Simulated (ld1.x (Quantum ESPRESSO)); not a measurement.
**Transferability test, PAW potential for boron**

boron (B), PAW, made with ld1.x (Quantum ESPRESSO) 7.5 (LDA (PZ), scalar-relativistic). Core [He], reference 2s2 2p0 (charge +1). Waves: 2s (bound): rcut 1.00, rcutus 1.30 bohr; 2s channel at 2.7 Ry: rcut 1.00, rcutus 1.30 bohr; 2p (bound, empty): rcut 2.45, rcutus 3.15 bohr; 2p channel at 0.25 Ry: rcut 2.45, rcutus 3.15 bohr; 3d channel at 0.2 Ry: rcut 1.80, rcutus 2.55 bohr; 3d channel at 0.85 Ry: rcut 1.80, rcutus 2.55 bohr. Local part: all-electron potential smoothed inside 2.25 bohr (lloc = -1). Core correction: Bessel-smoothed model core inside 0.65 bohr. Augmentation charge: PSQ, inside the norm-conserving radii.

Energies are relative to the spin-unpolarised reference configuration 2s2 2p0; without spin polarisation the order of configurations can differ from experiment. Spin-polarised rows fill each open shell by Hund’s rule, majority spin first. The frozen-core shift is the all-electron ΔE with the core orbitals held at their reference shape minus the fully relaxed ΔE.

Task: Give the all-electron excitation energy and the error of the potential for: 2s2 2p1; 2s1 2p0; 2s2 2p0.5; 2s1 2p1; 2s0 2p3; 2s2 2p1.3; 2s1 2p2; 2s2 2p1 (spin-polarised); 2s1 2p0 (spin-polarised).

Result:

```
   valence configuration  charge  ΔE all-electron (eV)  error AE − PS (meV)  frozen-core shift (meV)
                 2s2 2p1       0                -8.327                 +1.8                     +0.5
                 2s1 2p0      +2                25.305                 -3.9                     +5.3
               2s2 2p0.5    +0.5                -5.384                 -0.1                     +0.2
                 2s1 2p1      +1                 5.957                 -0.5                     +0.5
                 2s0 2p3       0                 3.075                 +3.0                     +1.5
               2s2 2p1.3    -0.3                -9.099                 +5.2                     +0.6
                 2s1 2p2       0                -2.641                 +3.0                     +0.5
2s2 2p1 (spin-polarised)       0                -8.562                 +0.8                     +0.9
2s1 2p0 (spin-polarised)      +2                24.576                 -6.2                     +6.9
```

Levels in the configuration 2s1 2p2:

```tsv
level	all-electron (eV)	pseudo (eV)
2s	-9.853	-9.864
2p	-4.151	-4.163
```
